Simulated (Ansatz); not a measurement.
How methods differ on SnH2 (SMILES [H][Sn][H])

SnH2: 3 atoms, total charge 0, spin state singlet. SMILES: `[H][Sn][H]`. Geometry: a GFN2-xTB relaxation, a rough one for these elements and not checked as a minimum.

```xyz
3

Sn    0.0052   -0.0089   -0.8701
H     1.2365   -0.0178    0.4428
H    -1.2416    0.0266    0.4273
```

Quantity: the energy change with the Sn1–H2 bond stretched from 1.800 to 2.700 Å, in eV. The values are calculated.

```json
{"level": "SVWN5/STO-3G (restricted)", "kind": "LDA", "program": "Ansatz", "value (eV)": "3.05", "less FCI/STO-3G": "+0.31", "CPU time (all runs)": "1.8 s"}
{"level": "revPBE/STO-3G (restricted)", "kind": "GGA", "program": "Ansatz", "value (eV)": "2.85", "less FCI/STO-3G": "+0.11", "CPU time (all runs)": "2.6 s"}
{"level": "r2SCAN/STO-3G (restricted)", "kind": "meta-GGA", "program": "Ansatz", "value (eV)": "3.13", "less FCI/STO-3G": "+0.39", "CPU time (all runs)": "6.3 s"}
{"level": "BHLYP/STO-3G (restricted)", "kind": "global hybrid", "program": "Ansatz", "value (eV)": "3.58", "less FCI/STO-3G": "+0.84", "CPU time (all runs)": "2.5 s"}
{"level": "CAM-B3LYP/STO-3G (restricted)", "kind": "range-separated hybrid", "program": "Ansatz", "value (eV)": "3.46", "less FCI/STO-3G": "+0.72", "CPU time (all runs)": "2.8 s"}
{"level": "B2PLYP/STO-3G (restricted)", "kind": "double hybrid", "program": "Ansatz", "value (eV)": "3.27", "less FCI/STO-3G": "+0.53", "CPU time (all runs)": "3.3 s"}
{"level": "RPA@PBE/STO-3G (restricted)", "kind": "RPA", "program": "Ansatz", "value (eV)": "2.83", "less FCI/STO-3G": "+0.09", "CPU time (all runs)": "3.6 s"}
{"level": "MP2/STO-3G (restricted)", "kind": "perturbation theory", "program": "Ansatz", "value (eV)": "3.43", "less FCI/STO-3G": "+0.69", "CPU time (all runs)": "1.3 s"}
{"level": "CCSD/STO-3G (restricted)", "kind": "coupled cluster or CI", "program": "Ansatz", "value (eV)": "2.74", "less FCI/STO-3G": "0.00", "CPU time (all runs)": "1.2 s"}
{"level": "FCI/STO-3G", "kind": "exact in the basis", "program": "Ansatz", "value (eV)": "2.74", "less FCI/STO-3G": "0.00", "CPU time (all runs)": "1.8 s"}
```

FCI/STO-3G is exact within its basis and frozen core, so for wave-function methods in that basis the difference is their error; functionals converge differently with the basis, so for them it is only a difference. All-electron rows without a relativistic Hamiltonian named are non-relativistic. The first shape isn't each level's own minimum. The values span 2.74 to 3.58 eV. All rows use very small basis sets, so even the best lies far from the true value. In the correlated wave-function rows the outer d shell of Sn is correlated, in sets not made for it. Times are those of the runs behind each value, whatever else they computed, on shared processors of several kinds: orders of magnitude only.
